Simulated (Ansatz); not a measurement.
Calculation: B3LYP-D3(BJ)/def2-SVP in Ansatz (an electronic-structure program). No frequencies were computed at this level.

Ansatz 0.2 input:
```yaml
crystal:
  periodic: [false, false, false]
  atoms:
    - { symbol: I, position_ang: [2.223634, 0.650634, -0.861486] }
    - { symbol: Si, position_ang: [-0.000002, 0.000005, -0.000001] }
    - { symbol: I, position_ang: [-1.413384, 2.014001, 0.237042] }
    - { symbol: I, position_ang: [-1.067039, -1.574246, -1.57899] }
    - { symbol: I, position_ang: [0.25679, -1.090394, 2.203435] }
basis:
  gaussian: { orbitals: def2-svp }
hamiltonian:
  xc: b3lyp
  dispersion: d3bj
relax:
  max_steps: 150
```

Output:

```
Functional definition: B3LYP
1667 factors; integrals over basis functions are off by at most 3.9e-4 eV
mean field evaluation 1: about -40292.4756 eV, gradient 1.4e1 eV
mean field evaluation 2: about -40291.2307 eV, gradient 2.5e1 eV
mean field evaluation 4: about -40293.0741 eV, gradient 4.3e-1 eV
mean field evaluation 8: about -40293.0888 eV, gradient 1.0e-2 eV
mean field -40293.08882051 eV, -1480.7437025174 hartree, gradient 1.7e-5 eV, S^2 0.000000; 0 other end points of the search recorded, 0 dependent functions left out
reference -40293.08908327 eV, -1480.7437121733 hartree; 57, 57 occupied and 65, 65 virtual orbitals, 1667 factors
relax step   1: F+E_penalty+E_count = -40293.86109553 eV  Δ(F+E_penalty+E_count) = +0.000e0 eV  max|allowed force component| = 1.244e-1 eV/Å  Δτ_max = 0.0000 Å  (28 SCF iters, accepted)
these checks for a lower state are left out or cut short: starts, cluster_reference, orbital_swaps, neighbouring_geometries, increment
1667 factors; integrals over basis functions are off by at most 3.8e-4 eV
mean field evaluation 16: about -40293.0638 eV, gradient 2.1e0 eV
mean field -40293.07994960 eV, -1480.7433765172 hartree, gradient 6.7e-6 eV, S^2 0.000000; 0 other end points of the search recorded, 0 dependent functions left out
reference -40293.08021151 eV, -1480.7433861422 hartree; 57, 57 occupied and 65, 65 virtual orbitals, 1667 factors
relax step   2: F+E_penalty+E_count = -40293.86212756 eV  Δ(F+E_penalty+E_count) = -1.032e-3 eV  max|allowed force component| = 1.045e-1 eV/Å  Δτ_max = 0.0201 Å  (30 SCF iters, accepted)
these checks for a lower state are left out or cut short: starts, cluster_reference, orbital_swaps, neighbouring_geometries, increment
1667 factors; integrals over basis functions are off by at most 3.8e-4 eV
mean field -40293.08636663 eV, -1480.7436123387 hartree, gradient 6.6e-6 eV, S^2 0.000000; 0 other end points of the search recorded, 0 dependent functions left out
reference -40293.08662891 eV, -1480.7436219772 hartree; 57, 57 occupied and 65, 65 virtual orbitals, 1667 factors
relax step   3: F+E_penalty+E_count = -40293.86419538 eV  Δ(F+E_penalty+E_count) = -2.068e-3 eV  max|allowed force component| = 1.250e-3 eV/Å  Δτ_max = 0.0088 Å  (31 SCF iters, accepted)
1667 factors; integrals over basis functions are off by at most 3.8e-4 eV
mean field evaluation 32: about -40293.0732 eV, gradient 1.3e-1 eV
mean field -40293.08636663 eV, -1480.7436123387 hartree, gradient 6.6e-6 eV, S^2 0.000000; 1 other end points of the search recorded, 0 dependent functions left out
reference -40293.08662891 eV, -1480.7436219772 hartree; 57, 57 occupied and 65, 65 virtual orbitals, 1667 factors
Total energy: -40293.86445766 eV, -1480.7722066567 hartree
Atom 0 at     2.213528     0.647678    -0.857573 Å, force     0.001250     0.000367    -0.000486 eV/Å
Atom 1 at     0.000000     0.000001    -0.000000 Å, force     0.000003    -0.000005     0.000001 eV/Å
Atom 2 at    -1.406960     2.004847     0.235966 Å, force    -0.000795     0.001133     0.000133 eV/Å
Atom 3 at    -1.062190    -1.567090    -1.571816 Å, force    -0.000601    -0.000884    -0.000889 eV/Å
Atom 4 at     0.255621    -1.085437     2.193424 Å, force     0.000143    -0.000612     0.001241 eV/Å
Dipole moment:    -0.000000     0.000001    -0.000000 e Å
```

Cost: roughly 50 core-seconds.
